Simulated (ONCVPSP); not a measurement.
# Pt, ONCV: configuration errors across variants

Pt (Z = 78), optimised norm-conserving Vanderbilt (ONCV), made with ONCVPSP 4.0.1 (PBE, scalar-relativistic). Core [Kr] 4d10 4f14 5s2, reference 5p6 5d8.5 (charge +1.5). Waves: s scattering state at 0.15 Ha: rc 2.05 bohr, ncon 4, nbas 8, qcut 2.6 1/bohr, 2 projectors, debl 1.6 Ha; 5p: rc 1.20 bohr, ncon 4, nbas 9, qcut 6 1/bohr, 2 projectors, debl 1.2 Ha; 5d: rc 2.25 bohr, ncon 4, nbas 8, qcut 8.1 1/bohr, 2 projectors, debl 1.4 Ha. Local part: polynomial inside 0.85 bohr (lpopt 5, dvloc0 0 Ha). Core correction: Teter function, fcfact 3.25, rcfact 1.6.

In the s channel the program set the typed energies aside and used 0.050, 1.650 Ha. In the p channel the program set the typed energies aside and used -2.586, 0.250 Ha.

All-electron excitation energies from the reference (eV): (1) 5p6 5d9 -8.536; (2) 5p6 5d8 11.430; (3) 5p6 5d9 6p1 -12.681.

A true bound ghost makes a file unfit for plane-wave use even where its test errors are small: the radial tests pick states by their node count and pass the ghost by.

Errors AE − PS in meV (a dash: test not solved or not reliable):

| change | (1) | (2) | (3) | bound ghosts | GHOST(+) flags above zero |
| --- | --- | --- | --- | --- | --- |
| base | -0.1 | -3.1 | +2.6 | s | s, p |
| s: ncon 3, nbas 7 | -0.1 | -3.1 | +2.6 | s | s, p |
| core correction Teter function, fcfact 3, rcfact 1.6 | 0.0 | -3.0 | +2.7 | s | s, p |
| d: rc 1.92 | -0.2 | -3.3 | +2.7 | s | s, p |
| s: qcut 2.7; p: qcut 6.3; d: qcut 8.5 | -0.1 | -3.2 | +2.7 | s | s, p |
| p: qcut 5.6 | -0.1 | -3.1 | +2.6 | s | s, p |
| s: nproj 3 | -0.1 | -3.1 | +2.6 | s | s, p |
| p: qcut 7.8 | 0.0 | -3.0 | +2.7 | s | s, p |
| core correction Teter function, fcfact 3.25, rcfact 1.86 | -4.6 | -9.0 | -6.6 | s | s, p |
| core correction Teter function, fcfact 1.5, rcfact 1.3 | +0.9 | -1.5 | +3.9 | s | s, p |
| local potential polynomial inside 0.85 bohr (lpopt 5, dvloc0 -2 Ha) | -0.1 | -3.1 | +2.6 | s | p |
| s: nbas 9 | -0.1 | -3.1 | +2.6 | s | s, p |

(1) Give the same row for: local potential polynomial inside 1.10 bohr (lpopt 5, dvloc0 3 Ha).

Answers

(1) -0.1, -3.0, +2.6; bound ghosts: s; GHOST(+) flags above zero: s.
